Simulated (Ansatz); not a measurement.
Abridged output of a molecular run in Ansatz:

```
Functional definition: HF
1244 factors; integrals over basis functions are off by at most 4.1e-4 eV
mean field evaluation 1: about -12763.5700 eV, gradient 2.3e1 eV
mean field evaluation 2: about -12763.5851 eV, gradient 2.3e1 eV
mean field evaluation 4: about -12765.4024 eV, gradient 2.6e0 eV
mean field evaluation 8: about -12765.4298 eV, gradient 4.0e-5 eV
mean field -12765.42975639 eV, -469.1208908281 hartree, gradient 1.9e-6 eV, S^2 0.000000; 0 other end points of the search recorded, 0 dependent functions left out
9 core orbitals not correlated: weight in the atoms' cores, before any rotation towards them, 1.000 or more for the frozen orbitals, at most 0.000 for the correlated occupied ones
reference -12765.42975639 eV, -469.1208908281 hartree; 20, 20 occupied and 77, 77 virtual orbitals, 1244 factors
second order -10.64559676 eV of doubles, -0.00000000 eV of singles
cycle   1  -11.66815877 eV  change    -1.0e0 eV  update   9.1e-2
cycle   2  -12.15046913 eV  change   -4.8e-1 eV  update   3.0e-2
cycle   3  -12.20424045 eV  change   -5.4e-2 eV  update   9.4e-3
cycle   4  -12.20251654 eV  change    1.7e-3 eV  update   2.6e-3
cycle   5  -12.20188042 eV  change    6.4e-4 eV  update   6.5e-4
cycle   6  -12.20171998 eV  change    1.6e-4 eV  update   2.0e-4
cycle   7  -12.20172696 eV  change   -7.0e-6 eV  update   5.7e-5
cycle   8  -12.20173924 eV  change   -1.2e-5 eV  update   1.8e-5
perturbative correction -0.35344664 eV, -0.0129889245 hartree
Total energy: -12777.98494227 eV, -469.5822853991 hartree
```

Its atoms:

Cartesian coordinates in Å:
```
Sn 1.243 0.308 1.301
C 0.334 0.539 -0.623
Sn -1.438 -0.621 -0.939
H 2.643 1.284 1.418
H 1.677 -1.329 1.533
H 0.132 0.770 2.515
H 1.066 0.265 -1.386
H 0.086 1.593 -0.763
H -2.618 -0.183 0.215
H -1.070 -2.281 -0.763
H -2.056 -0.345 -2.509
```

(1) Which basis set was used?
A. cc-pV(Q+d)Z
B. def2-SVP
C. def2-QZVPP
D. def2-SVPD

(2) Write the keys of the input that set method, charge and spin (a neutral closed shell needs none for the last two).

Results:

(1) B. It gives 106 functions.

(2) 
```yaml
correlation: {method: ccsd_t}
```
